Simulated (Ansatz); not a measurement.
`[AlH2][O][SnH2][SiH3]` + HCl → `[SiH3][SnH2][Cl]` + `[OH][AlH2]` at 400 K and 1 bar (ligand exchange at the Sn–O bond).

Calculated with Ansatz (gas phase, PBE0-D4/def2-TZVP geometries, no zero-point term in ΔE). CBS: MP2 limit from def2 TZ/QZ plus the TZ coupled-cluster correction, frozen cores. This one scheme is used for every species. def2 core potentials past Kr. For Sn outer-core shells are correlated without core-valence functions, which leaves a few kJ/mol of doubt a bond. Each species was taken in one conformer, which may not be the lowest.

```tsv
species	CCSD(T)/CBS energy (Eh)	H − E (kJ/mol)	S (J/(mol·K))
`[AlH2][O][SnH2][SiH3]`	-824.54542	187.9	453.5
HCl	-460.38127	29.6	195.4
`[SiH3][SnH2][Cl]`	-965.91856	134.3	384.2
`[OH][AlH2]`	-319.03157	88.7	271.1
```

H − E and S are ideal-gas, rigid-rotor, harmonic terms from PBE0-D4/def2-TZVP, for one conformer and one mirror image of each species. 1 Eh = 2625.50 kJ/mol, R = 8.31446 J/(mol·K).

By hand: ΔE, ΔH, ΔS and ΔG.

ΔE = (-965.91856) + (-319.03157) − (-824.54542) − (-460.38127) = -0.02344 Eh = -61.5 kJ/mol. Δ(H − E) = 134.3 + 88.7 − 187.9 − 29.6 = 5.5, so ΔH = -56.0 kJ/mol. ΔS = 384.2 + 271.1 − 453.5 − 195.4 = 6.4 J/(mol·K). ΔG = -56.0 − 400 × (6.4)/1000 = -58.6 kJ/mol.

By hand: the equilibrium constant, and the temperature at which ΔG would vanish if ΔH and ΔS stayed fixed.

log₁₀ K = −ΔG/(RT ln 10) = 7.7. ΔH and −TΔS have one sign here, so there is no such temperature.

The number of gas molecules stays the same, so ΔS is small and ΔH decides. A doubt of 5 kJ/mol in ΔE shifts log₁₀ K by 0.7 here. Other conformers and mirror images would add mixing entropy, several J/(mol·K) or more a flexible species. Modes under 60 cm⁻¹, often nearly free rotors, make the harmonic entropy too high. These are equilibria of isolated gas molecules and say nothing of rates. Largest T1 diagnostic: 0.014 (customary marks: 0.02 for closed shells, 0.045 for open ones).

ΔS is within the doubt of such terms, so its sign, and with it that verdict, could turn.
